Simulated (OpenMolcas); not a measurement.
**Mn2+: Racah parameters, worked from levels**

```yaml
Program: OpenMolcas 26.06
Basis: ANO-R2 [7s4p4d2f1g]
Scalar_Hamiltonian: X2C, finite nucleus
Active_space: 5 electrons in 10 orbitals (3d 4d)
State_averaging: 2S+1 = 6 even, 1 root; 2S+1 = 4 even, 24 roots; 2S+1 = 2 even, 58 roots
Spin-orbit_coupling: RASSI with atomic mean-field integrals over the reference wave functions, term energies averaged over their components
```

Methods: CASSCF; MS-CASPT2, IPEA 0.25 Eh, imaginary shift 0.1 Eh (closed shells correlated: 3s 3p).

**Racah parameters.** Above 6S, d5 has 4D at 17B + 5C, 4G at 10B + 5C and 4P at 7B + 7C. The first two fix B and C, and the third tests them; where it misses by thousands of cm-1, two parameters do not describe the configuration (Trees and configuration-interaction terms are left out) and B and C hang on the terms chosen. Term energies are centres of gravity, weighted by 2J + 1.

```
   Source     4D     4G     B     C   C/B  4P from B, C  4P found
   CASSCF  38438  30897  1077  4025  3.74         35714     35264
MS-CASPT2  33902  28257   806  4039  5.01         33915     30999
```

Energies in cm-1. From CASSCF to MS-CASPT2, B changes by -25.2 % and C by +0.3 %.

CASPT2 does not keep the components of a term degenerate, so their means are used; among the terms shown or strongly mixed into the levels shown the widest spread is 190 cm-1 (3d5 4G, MS-CASPT2). Active for correlation alone: 4d; no level in the range computed is led by a configuration that fills it, so any true level of that kind is missing. Without dynamic correlation excited terms often stand tens of per cent too high (terms of higher spin than the ground term too low), and those without a measured partner can miss by more than the paired ones (holds for CASSCF). Levels of configurations outside the active space are missing.
